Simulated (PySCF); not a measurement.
Run record: geometry optimisation, `[InH3-][CH3]` ([InMeH3]-).

Computed with PBE0-D3(BJ)/def2-SVP geometry optimisation, gas phase, def2 core potentials past Kr (PySCF 2.14.0). Start geometry: GFN1-xTB. A driver script takes a list of jobs; this job's settings line and coordinates (Å) are shown.

Input:
```
{"job": {"xc": "PBE0", "basis": "def2-SVP", "d3": "d3bj", "grid": 1, "maxiter": 40, "kind": "geom"}, "charge": -1, "multiplicity": 1}
In    -0.001350     0.004040    -1.090270
C      0.001900    -0.004620     1.198730
H     -1.006230     0.050170     1.635270
H      0.555220     0.839750     1.635590
H      0.458590    -0.907510     1.631170
H      1.663550    -0.013990    -1.671780
H     -0.817460     1.457620    -1.665590
H     -0.854210    -1.425450    -1.673120
```

Output:
```
step   0  E = -231.74612818  max force = 0.013142
step   1  E = -231.74746940  max force = 0.005733
step   2  E = -231.74753815  max force = 0.002336
step   3  E = -231.74755888  max force = 0.000064
step   4  E = -231.74755901  max force = 0.000027
optimisation converged
```

Energies in Eh; «max force» is the largest Cartesian gradient component in Eh/bohr.

Question: How much energy does the optimisation release, in kcal/mol?

Answer: E(step 0) − E(last step) = 0.001431 Eh, which is 0.9 kcal/mol.

Summary of the converged run: final energy -231.74756 Eh after 4 steps.

Question: Give the final coordinates.

Answer: 0.041 Å rms from the input after alignment:
```
atom  x, y, z in Å
In1   -0.0030    0.0039   -1.0473
C2     0.0035   -0.0046    1.1923
H3    -1.0227    0.0492    1.5951
H4     0.5661    0.8562    1.5935
H5     0.4706   -0.9234    1.5872
H6     1.6912   -0.0159   -1.6451
H7    -0.8336    1.4860   -1.6323
H8    -0.8721   -1.4514   -1.6435
```

Question: Estimate the wall time. Hardware: one thread of an x86-64 server, on a shared host.

Answer: About 9.5 s.
Labels such as C1 count atoms from 1, the log's own numbers from 0.
